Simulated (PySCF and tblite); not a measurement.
The numbers below are computed, except where a source is named.
## Conformers and averaged properties: C7H14Si, numbered as in [SiH3:1][C@@H:2]1[CH2:3][CH2:4][CH2:5][C:6]12[CH2:7][CH2:8]2

Search: ETKDG and KDG, MMFF94s, GFN2-xTB, 60 starts; geometries at GFN2-xTB. Energies: B3LYP-D3(BJ)/def2-SVP, with GFN2-xTB thermal terms (modes under about 100 cm⁻¹ blended into free rotors). Symmetry numbers and mirror images are counted. Conformers within 3 kcal/mol (GFN2-xTB free energy) were kept, 9 at most. GIAO shieldings: KT2/pcSseg-1. Shifts are against TMS (¹H), TMS (¹³C), TMS (²⁹Si) at the same level; of two unlike H on one atom, a is the less shielded. (PySCF 2.14, tblite 0.8.)

The 5-ring runs over atoms 2–3–4–5–6.

```
conformer                                                 shape  symmetry  E(GFN2) kcal/mol  E(DFT) kcal/mol  G(298.15 K) kcal/mol  weight %  dipole D
        1    5-ring twist (ring torsions 42, -32, 11, 14, -35°)        C1              0.00             0.00                  0.00      79.2      0.80
        2  5-ring envelope (ring torsions -40, 24, 0, -25, 40°)        C1              0.03             0.99                  0.79      20.8      0.76
```

Weights (%) against temperature:

```tsv
T (K)	1	2	S(mix) cal/mol/K
220	86.6	13.4	0.78
260	82.5	17.5	0.92
298.15	79.2	20.8	1.02
340	76.1	23.9	1.09
380	73.6	26.4	1.15
```

Averaged shifts at 298.15 K. ¹H: 3.68 (H1, 3H), 2.19 (H3a, 1H), 1.99 (H4a, 1H), 1.97 (H5a, 1H), 1.81 (H4b, 1H), 1.71 (H5b, 1H), 1.67 (H3b, 1H), 1.60 (H2, 1H), 0.77 (H7a, 1H), 0.61 (H8a, 1H), 0.45 (H8b, 1H), 0.41 (H7b, 1H) ppm. ¹³C: 42.4 (C5), 39.0 (C3), 33.8 (C2), 33.3 (C4), 25.2 (C6), 18.7 (C8), 17.2 (C7) ppm. ²⁹Si: -78.4 (Si1) ppm.

Coordinates of conformer 1 (Å):

```xyz
22

Si    1.722   -1.654    0.482
C     0.766   -0.258   -0.387
C     1.348    1.131   -0.099
C     0.222    2.079   -0.498
C    -1.023    1.384    0.053
C    -0.717   -0.107   -0.054
C    -1.463   -1.063    0.826
C    -1.719   -1.047   -0.652
H     1.181   -2.960    0.095
H     1.646   -1.486    1.935
H     3.120   -1.578    0.054
H     0.839   -0.422   -1.471
H     1.558    1.242    0.967
H     2.271    1.315   -0.649
H     0.163    2.145   -1.587
H     0.351    3.084   -0.099
H    -1.166    1.658    1.101
H    -1.926    1.659   -0.493
H    -0.948   -1.914    1.245
H    -2.226   -0.657    1.475
H    -2.660   -0.653   -1.006
H    -1.349   -1.877   -1.236
```

Coordinates of conformer 2 (Å):

```xyz
22

Si    1.728   -1.340    0.671
C     0.793   -0.202   -0.547
C     1.189    1.270   -0.404
C     0.357    1.741    0.783
C    -0.999    1.059    0.574
C    -0.706   -0.172   -0.278
C    -1.501   -1.429   -0.102
C    -1.683   -0.593   -1.335
H     1.149   -1.260    2.013
H     3.135   -0.932    0.710
H     1.646   -2.724    0.199
H     0.988   -0.548   -1.566
H     2.258    1.414   -0.248
H     0.898    1.824   -1.300
H     0.271    2.826    0.831
H     0.815    1.393    1.710
H    -1.465    0.791    1.524
H    -1.683    1.727    0.046
H    -0.998   -2.379   -0.202
H    -2.296   -1.436    0.629
H    -2.603   -0.034   -1.440
H    -1.303   -0.977   -2.270
```

Unscaled ²⁹Si shifts at such levels can be off by tens of ppm; differences between conformers or isomers are more reliable. Shifts are unscaled: against experiment ¹³C can be off by 15 ppm or more and ¹H by 0.8 ppm.

Search and properties took 2.7 min on 1 thread of Arm Neoverse V1, on a host shared with other jobs (rough), launched as `OMP_NUM_THREADS=1 python ens_run.py task.json out`.
